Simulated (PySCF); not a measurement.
# Radial density of Ga (gallium, neutral)

BP86, [Ar] 3d10 4s1 4p1 4d1, one real determinant (an excited configuration). Calculation: PySCF 2.14, in aug-cc-pV5Z-PP with ECP10MDF (8s7p6d4f3g2h, 136 functions); scalar relativity through the core potential. This is the valence pseudo-density: the core potential removes the inner electrons and smooths the orbitals near the nucleus.

| r (bohr) | 4πr²ρ (e/bohr) | 4πr²(ρα − ρβ) |
| --- | --- | --- |
| 0.00188 | 1.635e-05 | 0.0000 |
| 0.00316 | 4.412e-05 | 0.0000 |
| 0.00531 | 0.0001139 | 0.0000 |
| 0.00893 | 0.0002804 | 0.0000 |
| 0.0150 | 0.0006406 | 0.0000 |
| 0.0253 | 0.001459 | 0.0001 |
| 0.0425 | 0.005468 | 0.0001 |
| 0.0715 | 0.04956 | -0.0001 |
| 0.120 | 0.4893 | -0.0025 |
| 0.202 | 3.326 | -0.0115 |
| 0.340 | 14.69 | 0.0323 |
| 0.572 | 26.60 | 0.0622 |
| 0.962 | 11.58 | 0.0551 |
| 1.62 | 2.343 | 0.8439 |
| 2.72 | 0.8161 | 0.7399 |
| 4.58 | 0.2184 | 0.2180 |
| 7.70 | 0.1467 | 0.1467 |
| 13.0 | 0.01105 | 0.0110 |

⟨L²⟩ = 8.01 against 12 for a pure F term, so this real determinant mixes terms. Energies and moments cover only the electrons outside the core potential. The outer electron is Rydberg-like, and this basis confines it to a smaller radius and binds it less than a complete one would.

Problem. Where is the radial spin density 4πr²(ρα − ρβ) most negative, and why is it negative at all?

Solution. Around r = 0.202 bohr, down to -0.0115 e/bohr: exchange with the open shell polarises the paired shells in an unrestricted calculation.
